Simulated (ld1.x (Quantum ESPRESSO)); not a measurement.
Varying the TM potential for Mg (Z = 12)

Base potential:

```json
{
  "Element": "Mg (Z = 12)",
  "Generator": "ld1.x (Quantum ESPRESSO) 7.5",
  "Type": "norm-conserving Troullier–Martins (Kleinman–Bylander form)",
  "Functional": "LDA (PZ)",
  "Relativity": "scalar-relativistic",
  "Frozen core": "[He]",
  "Valence charge": "10",
  "Reference configuration": "2s2 2p6 3s2 3p0",
  "Partial waves": "2s (bound): rc 0.85 bohr; 2p (bound): rc 1.25 bohr; 3d channel at 0.15 Ry: rc 1.30 bohr",
  "Local potential": "the d channel",
  "Core correction": "a·sin(br)/r model core, default radius (core density twice the valence density)"
}
```

Occupied shells without a wave of their own: 3s. They enter only through the test configuration that unscreens the potential, and ld1.x also counts them in the model core charge.

All-electron outer shells of the reference configuration (LDA (PZ), scalar-relativistic, ld1.x):

```json
{"shell": "1s", "level (eV)": "-1253.43", "outermost node (bohr)": "–", "outermost maximum (bohr)": "0.09"}
{"shell": "2s", "level (eV)": "-79.28", "outermost node (bohr)": "0.18", "outermost maximum (bohr)": "0.55"}
{"shell": "2p", "level (eV)": "-46.72", "outermost node (bohr)": "–", "outermost maximum (bohr)": "0.48"}
{"shell": "3s", "level (eV)": "-4.79", "outermost node (bohr)": "0.90", "outermost maximum (bohr)": "2.53"}
{"shell": "3p", "level (eV)": "-1.38", "outermost node (bohr)": "0.96", "outermost maximum (bohr)": "3.50"}
```

Cutoffs, loose and tight: the cutoffs (Ry, on a coarse ladder) from which the occupation-weighted sum of valence levels, in a spherical-Bessel basis at the reference potential, stays within 10 and 1 mRy of its value at 400 Ry. They do not see the model core or the augmentation charge, which bear on the density cutoff. Test errors are all-electron minus pseudo excitation energies from the reference, over the configurations 2s2 2p6 3s1 3p0; 2s2 2p6 3s0 3p0; 2s2 2p6 3s1.5 3p0; 2s2 2p6 3s0 3p2; 2s2 2p6 3s1 3p1; 2s2 2p5 3s2 3p0; 2s2 2p6 3s0 3p1 (two spin-polarised tests are not counted in the largest error). A dash means not determined; rows that change the core or the reference have their own tests. The largest error is taken over the tests solved by every variant that gives reliable tests at all: 2s2 2p5 3s2 3p0; 2s2 2p6 3s0 3p0; 2s2 2p6 3s0 3p1; 2s2 2p6 3s0 3p2; 2s2 2p6 3s1 3p0; 2s2 2p6 3s1.5 3p0.

With those shells counted twice in exchange and correlation these files are broken, and their errors move erratically; no question is asked of them.

| change | outcome | cutoff, loose | cutoff, tight | bound ghosts | largest test error (meV) |
| --- | --- | --- | --- | --- | --- |
| base | generated | 120 Ry | 230 Ry | none | -1332 |
| wave 3d channel at 0.15 Ry: rc 1.30 bohr becomes 3d channel at 0.15 Ry: rc 0.88 bohr | generated | 120 Ry | 230 Ry | none | -1211 |
| wave 3d channel at 0.15 Ry: rc 1.30 bohr becomes 3d channel at 0.15 Ry: rc 0.96 bohr | generated | 120 Ry | 230 Ry | none | -1223 |
| wave 3d channel at 0.15 Ry: rc 1.30 bohr becomes 3d channel at 0.15 Ry: rc 1.22 bohr | generated | 120 Ry | 230 Ry | none | -1292 |
| wave 3d channel at 0.15 Ry: rc 1.30 bohr becomes 3d channel at 0.15 Ry: rc 1.32 bohr | generated | 140 Ry | 230 Ry | none | -1347 |
| wave 3d channel at 0.15 Ry: rc 1.30 bohr becomes 3d channel at 0.15 Ry: rc 1.48 bohr | generated | 120 Ry | 230 Ry | none | -1493 |
| wave 3d channel at 0.15 Ry: rc 1.30 bohr becomes 3d channel at 0.15 Ry: rc 1.66 bohr | generated | 140 Ry | 230 Ry | none | -1625 |
| wave 3d channel at 0.15 Ry: rc 1.30 bohr becomes 3d channel at 0.15 Ry: rc 1.82 bohr | generated, misses its reference levels by 0.17 eV | 140 Ry | 230 Ry | none | -1735 |
| wave 3d channel at 0.15 Ry: rc 1.30 bohr becomes 3d channel at 0.15 Ry: rc 1.94 bohr | generated, misses its reference levels by 0.20 eV | 140 Ry | 230 Ry | none | -1850 |

Reading the sweep of the d radius (base included, trends over the rows without a ghost): The loose cutoff stays near 140 Ry. The median size of the test errors (rows with all tests solved) rises from 221.7 meV at 0.88 to 414.6 meV at 1.82 bohr. More of the atom is replaced by a form fitted at one configuration, so other configurations suffer as the radius grows.
